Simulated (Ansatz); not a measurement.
Steps of a relaxation of FGaGeH₄ (`[F][GaH][GeH3]`) with RKS PBE0-D4/def2-TZVP.

```sh
$ ansatz run in.yaml --threads 2 --pin off --events-out ev --progress --plain --max-ram 22528MiB --backend cpu
```

```yaml
crystal:
  periodic: [false, false, false]
  atoms:
    - {symbol: F, position_ang: [-2.168070, -1.440260, 0.337130]}
    - {symbol: Ga, position_ang: [-0.432430, -1.306630, 0.052310]}
    - {symbol: Ge, position_ang: [0.466140, 0.945530, -0.064580]}
    - {symbol: H, position_ang: [0.131640, -2.768180, -0.058470]}
    - {symbol: H, position_ang: [0.112030, 1.668740, -1.341780]}
    - {symbol: H, position_ang: [-0.072800, 1.826880, 1.034910]}
    - {symbol: H, position_ang: [1.963490, 1.073910, 0.040490]}
basis:
  gaussian: {orbitals: def2-TZVP}
hamiltonian: {xc: pbe0, dispersion: d4}
relax: {f_tol: 0.005, max_steps: 150}
```

Positions (Å) and forces (eV/Å) along the path, 7 of 7 steps:

```xyz
7
step=1 energy=-111663.9374 eV
F    -2.168   -1.440    0.337   -0.033    0.202    0.005
Ga   -0.432   -1.307    0.052   -0.031   -0.339   -0.009
Ge    0.466    0.946   -0.065   -0.137   -0.011    0.036
H     0.132   -2.768   -0.058    0.141    0.144   -0.022
H     0.112    1.669   -1.342   -0.242    0.064   -0.544
H    -0.073    1.827    1.035   -0.313    0.176    0.482
H     1.963    1.074    0.040    0.616   -0.236    0.052
7
step=2 energy=-111663.9955 eV
F    -2.131   -1.249    0.329    0.155   -0.150   -0.035
Ga   -0.380   -1.311    0.042   -0.272    0.090    0.062
Ge    0.446    0.972   -0.055    0.093   -0.129   -0.022
H     0.212   -2.756   -0.072   -0.044    0.030   -0.001
H     0.027    1.599   -1.398    0.056    0.017    0.061
H    -0.156    1.790    1.099    0.047    0.000   -0.044
H     1.982    0.954    0.054   -0.034    0.142   -0.021
7
step=3 energy=-111664.0108 eV
F    -2.173   -1.347    0.330    0.208    0.024   -0.033
Ga   -0.422   -1.297    0.054   -0.188   -0.044    0.021
Ge    0.465    0.968   -0.057   -0.009   -0.015    0.011
H     0.197   -2.729   -0.070    0.006    0.003    0.000
H     0.058    1.612   -1.392    0.000    0.010    0.003
H    -0.125    1.799    1.091    0.008    0.035    0.000
H     2.000    0.995    0.045   -0.026   -0.014   -0.001
7
step=4 energy=-111664.0119 eV
F    -2.167   -1.341    0.328    0.136    0.004   -0.024
Ga   -0.418   -1.302    0.052   -0.141   -0.014    0.021
Ge    0.461    0.966   -0.055   -0.006   -0.008    0.010
H     0.198   -2.736   -0.070    0.007    0.009   -0.002
H     0.056    1.614   -1.389   -0.002    0.002   -0.011
H    -0.123    1.807    1.089    0.001    0.013    0.007
H     1.994    0.991    0.046    0.006   -0.007   -0.002
7
step=5 energy=-111664.0125 eV
F    -2.166   -1.345    0.322   -0.029   -0.002    0.004
Ga   -0.423   -1.302    0.055    0.023    0.007   -0.005
Ge    0.459    0.966   -0.052    0.000   -0.001    0.002
H     0.202   -2.730   -0.070    0.007   -0.005   -0.001
H     0.053    1.612   -1.388    0.001    0.001    0.001
H    -0.118    1.814    1.091    0.003    0.004   -0.001
H     1.993    0.985    0.043   -0.005   -0.004   -0.001
7
step=6 energy=-111664.0125 eV
F    -2.167   -1.348    0.321   -0.013   -0.002    0.001
Ga   -0.424   -1.301    0.055    0.008    0.004   -0.002
Ge    0.458    0.966   -0.052   -0.003    0.002    0.002
H     0.204   -2.729   -0.070    0.004   -0.001    0.000
H     0.053    1.613   -1.388    0.001    0.000    0.000
H    -0.117    1.817    1.091    0.002    0.001   -0.001
H     1.993    0.982    0.043   -0.001   -0.003   -0.001
7
step=7 energy=-111664.0126 eV
F    -2.170   -1.352    0.316    0.000   -0.001    0.000
Ga   -0.426   -1.300    0.056    0.000    0.001    0.000
Ge    0.457    0.967   -0.051    0.000   -0.001    0.000
H     0.208   -2.726   -0.067    0.000    0.000    0.000
H     0.052    1.614   -1.387    0.000    0.000    0.000
H    -0.112    1.820    1.092    0.000    0.001    0.001
H     1.992    0.977    0.040    0.000   -0.001    0.000
```

It took 24 s on 2 threads of an AMD EPYC 7R13 on a shared host, with 0.45 GiB of host memory at the peak.
